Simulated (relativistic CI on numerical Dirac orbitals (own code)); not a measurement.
**Forbidden transitions in Cs³⁸⁺**

Calculated at this level of theory: Dirac-Coulomb-Breit CI, orbitals from a KLI potential per configuration, model QED, unscaled Slater integrals (own radial code, finite nucleus).

Configuration list (outside the closed core [Ne]): 3s²3p⁵, 3s3p⁶, 3s²3p⁴3d, 3s3p⁵3d, 3p⁶3d, 3s3p⁴3d², 3s²3p³3d4p, 3p⁶4s, 3s3p⁴3d4s, 3s²3p⁴4s, 3p⁶4p, 3s²3p⁴4p, 3s²3p⁴4d, 3p⁵3d4p, 3s3p⁵4s, 3s²3p⁴4f, 3s3p⁵4p, 3s3p⁵4d, 3s3p⁵4f, 3s²3p⁴5s, 3s²3p⁴5p, 3s²3p³4s4p, 3s²3p⁴5d, 3s²3p⁴5f, 3s²3p⁴5g, 3s3p⁴4s², 3s3p⁵5s, 3s3p⁵5p, 3s²3p³3d², 3s²3p²3d³, 3s3p³3d³, 3s²3p²3d²4s, 3s²3p²3d²4p, 3s²3p²3d²4d, 3p⁵3d², 3p⁴3d³, 3p⁴3d²4s, 3p⁴3d²4p, 3p⁴3d²4d, 3s²3p³3d4s, 3s3p³3d²4s, 3s²3p²3d4s², 3s²3p²3d4s4p, 3s²3p²3d4s4d, 3p⁵3d4s, 3p⁴3d4s², 3p⁴3d4s4p, 3p⁴3d4s4d, 3s²3p³4s², 3s3p³3d4s², 3s²3p²4s²4p, 3s²3p²4s²4d, 3s²3p³4p², 3s²3p²3d4p², 3s3p³3d4p², 3s²3p²4s4p², 3s²3p²4p³, 3s²3p²4p²4d. Double excitations out of closed p, d and f shells are left out; levels of such configurations are missing from the list, as are those of other unlisted configurations, and high levels can miss mixing partners. These lack a partner that the ground configuration has and come out too high: 3s²3p⁴4f, 3s3p⁵4p, 3s3p⁵4d, 3s3p⁵4f, 3s²3p⁴5s.

| λ vac (Å) | Lower | Upper | Type | A (s⁻¹) | log gf |
| --- | --- | --- | --- | --- | --- |
| 68.655 | 3s²3p⁵ ²P°3/2 [1] | 3s²3p⁴3d ²F7/2 [9] | M2 | 4.52e+03 | -7.59 |
| 74.125 | 3s²3p⁵ ²P°3/2 [1] | 3s²3p⁴3d ⁴F7/2 [6] | M2 | 2.05e+02 | -8.87 |
| 122.69 | 3s²3p⁴3d ²F7/2 [9] | 3s²3p⁴3d ²F7/2 [27] | M1 | 7.49e+05 | -4.87 |
| 125.33 | 3s²3p⁴3d ⁴F9/2 [10] | 3s²3p⁴3d ²F7/2 [27] | M1 | 2.13e+06 | -4.40 |
| 125.85 | 3s²3p⁴3d ⁴D5/2 [4] | 3s²3p⁴3d ⁴F7/2 [19] | M1 | 1.55e+05 | -5.53 |
| 132.16 | 3s²3p⁴3d ⁴F7/2 [6] | 3s²3p⁴3d ⁴F7/2 [19] | M1 | 1.35e+05 | -5.55 |
| 137.98 | 3s²3p⁴3d ⁴D5/2 [4] | 3s²3p⁴3d ²G7/2 [18] | M1 | 3.48e+05 | -5.10 |
| 138.16 | 3s²3p⁴3d ²F7/2 [9] | 3s²3p⁴3d ²G9/2 [22] | M1 | 5.28e+05 | -4.82 |
| 141.51 | 3s²3p⁴3d ⁴F9/2 [10] | 3s²3p⁴3d ²G9/2 [22] | M1 | 2.36e+06 | -4.15 |
| 145.61 | 3s²3p⁴3d ⁴F7/2 [6] | 3s²3p⁴3d ²G7/2 [18] | M1 | 2.17e+06 | -4.26 |
| 146.64 | 3s²3p³3d² ⁴G°11/2 [41] | 3s²3p³3d² ⁴H°13/2 [94] | M1 | 7.74e+05 | -4.46 |
| 146.71 | 3s²3p⁵ ²P°3/2 [1] | 3s²3p⁵ ²P°1/2 [2] | M1 | 5.63e+06 | -4.44 |
| 152.35 | 3s²3p⁴3d ⁴D5/2 [4] | 3s²3p⁴3d ⁴D3/2 [16] | M1 | 3.62e+06 | -4.30 |
| 154.05 | 3s²3p⁴3d ²F7/2 [9] | 3s²3p⁴3d ⁴F7/2 [19] | M1 | 1.46e+06 | -4.38 |
| 154.95 | 3s²3p⁴3d ²D5/2 [11] | 3s²3p⁴3d ²F7/2 [27] | M1 | 4.59e+05 | -4.88 |
| 158.23 | 3s²3p⁴3d ⁴F9/2 [10] | 3s²3p⁴3d ⁴F7/2 [19] | M1 | 2.22e+06 | -4.18 |
| 164.74 | 3s²3p³3d² ²H°11/2 [58] | 3s²3p³3d² ²I°13/2 [113] | M1 | 7.44e+05 | -4.37 |
| 166.86 | 3s²3p⁴3d ²D5/2 [13] | 3s²3p⁴3d ²F7/2 [27] | M1 | 2.08e+05 | -5.16 |
| 172.63 | 3s²3p⁴3d ²F7/2 [9] | 3s²3p⁴3d ²G7/2 [18] | M1 | 1.42e+05 | -5.30 |
| 208.56 | 3s²3p⁴3d ²D5/2 [11] | 3s²3p⁴3d ⁴F7/2 [19] | M1 | 3.66e+05 | -4.72 |
| 230.74 | 3s²3p⁴3d ²D5/2 [13] | 3s²3p⁴3d ⁴F7/2 [19] | M1 | 7.82e+05 | -4.30 |
| 412.31 | 3s²3p⁴3d ⁴F5/2 [17] | 3s²3p⁴3d ²F7/2 [27] | M1 | 7.99e+04 | -4.79 |
| 436.92 | 3s²3p³3d² ⁴H°11/2 [87] | 3s²3p³3d² ²I°13/2 [113] | M1 | 3.96e+04 | -4.80 |
| 592.90 | 3s²3p³3d² ²H°11/2 [92] | 3s²3p³3d² ²I°13/2 [113] | M1 | 1.80e+04 | -4.88 |
| 687.38 | 3s²3p⁴3d ⁴D5/2 [4] | 3s²3p⁴3d ²F7/2 [9] | M1 | 2.12e+04 | -4.92 |
| 802.35 | 3s²3p⁴3d ⁴F7/2 [6] | 3s²3p⁴3d ⁴F9/2 [10] | M1 | 2.32e+04 | -4.65 |
| 930.28 | 3s²3p⁴3d ⁴F7/2 [6] | 3s²3p⁴3d ²F7/2 [9] | M1 | 7.20e+03 | -5.13 |
| 2632.6 | 3s²3p⁴3d ⁴D5/2 [4] | 3s²3p⁴3d ⁴F7/2 [6] | M1 | 5.30e+02 | -5.36 |

Terms are leading LS components. Brackets give the number of a level in order of energy, since labels repeat. The list gives strong lines, with weight on those to low levels, among the lowest 400 of 10102 levels, so that lines to higher ones, which can be the strongest, are missing. Levels whose partners in the same complex of configurations lie outside the list can be far off, and so can their lines. Rates are taken at the computed energies, electric ones in the length gauge.

At this charge energies of transitions that change n are usually good to better than 1 %, and those within a shell (Δn = 0) to a few per cent.

LS names give the leading component of a level, which can be under half, so a name can repeat, a term be missing and a line seem to break the LS rules.
